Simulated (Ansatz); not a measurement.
Cartesian coordinates (Å):
```xyz
17

Zr     0.0038    -0.2326     0.2454
C      0.5403    -1.0210     2.2651
H      0.9298    -0.2163     2.9237
H      1.3229    -1.8060     2.1997
H     -0.3399    -1.4695     2.7721
C     -2.1691    -0.5794    -0.1366
H     -2.6541    -1.0951     0.7189
H     -2.3290    -1.2069    -1.0385
H     -2.7076     0.3784    -0.2971
C      1.2109    -1.2845    -1.3117
H      1.8296    -0.5716    -1.8965
H      0.5602    -1.8276    -2.0292
H      1.8990    -2.0282    -0.8573
C      0.4312     1.9581     0.1643
H      1.1783     2.1952    -0.6222
H      0.8344     2.3293     1.1299
H     -0.4862     2.5419    -0.0605
```
Charge 0, spin multiplicity 1.

The numbers are results of frozen-core CCSD(T)/def2-TZVPP // TPSS-D3(BJ)/def2-SVP (Ansatz, an electronic-structure program), not measurements.

```
Property                       Result
----------------------  -------------
HF energy               -205.03105 Ha
MP2 correlation energy    -1.08587 Ha
```

Problem. Estimate the CCSD correlation energy, the (T) correction, the total energy and the T1 diagnostic.

Solution. 
```json
{
  "CCSD correlation energy": "-1.14489 Ha",
  "(T) correction": "-0.04771 Ha",
  "CCSD(T) total energy": "-206.22365 Ha",
  "T1 diagnostic": "0.014"
}
```
